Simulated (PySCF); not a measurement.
Isomers C$_{8}$H$_{9}$P:

A. SMILES P(=C/C)/C1=CC=CC=C1
B. SMILES c1ccc2c(c1)CPC2
C. `C1(C)C=CP(C#C)C=C1`

Spectrum 1. ¹H NMR (500 MHz, computed): δ 7.61 (m, 2H), 7.41 (m, 2H), 3.45 (m, 1H), 3.14 (m, 4H). ¹³C{¹H} NMR (computed): δ 149.6 (C), 131.4 (CH), 131.0 (CH), 33.3 (CH2).

Spectrum 2. ¹H NMR (500 MHz, computed): δ 8.94 (m, 1H), 7.70 (m, 2H), 7.67 (m, 2H), 7.63 (m, 1H), 2.11 (m, 3H). ¹³C{¹H} NMR (computed): δ 201.1 (CH), 149.3 (C), 138.1 (CH), 133.8 (CH), 133.8 (CH), 24.9 (CH3).

Spectrum 3. ¹H NMR (500 MHz, computed): δ 6.82 (m, 2H), 6.57 (m, 2H), 3.16 (m, 1H), 2.46 (m, 1H), 0.87 (d, 3H). ¹³C{¹H} NMR (computed): δ 144.1 (CH), 135.2 (CH), 101.1 (CH), 84.8 (C), 37.7 (CH), 20.4 (CH3).

PySCF calculation with GFN2-xTB structure and NMR shieldings at PBE0/pcSseg-1/GIAO; no relativistic terms, one conformer, one averaged value for each set of equivalent atoms, isolated molecule.

Shifts are taken against calculated references (same method and geometry level): ¹H, ¹³C against TMS. Splittings of carbon signals by F and P are missing where no couplings were computed. Where no couplings were computed, multiplicities follow the n + 1 count of equivalent neighbours, and m marks all less simple cases (inequivalent or close neighbours, rings, F or P nearby). Shifts are as computed. Against solution values, carbons near 30 ppm lie about +3 ppm off and those near 130 ppm about +5 ppm. Of 1211 compounds with measured shifts, 218 miss one by over three times the rms of a fit or turn the order of signals round; such compounds aren't used in these exercises.

Q: Match each spectrum to its structure.

A: 1–B, 2–A, 3–C.

- Spectrum 1 (B): 4 ¹³C signals; δC 131.4 is an aromatic CH; δC 131.0 is an aromatic CH.
- Spectrum 2 (A): 6 ¹³C signals; δC 138.1 is an aromatic CH; δC 133.8 is an aromatic CH.
- Spectrum 3 (C): 6 ¹³C signals; δC 144.1 is an alkene CH; δC 135.2 is an alkene CH.
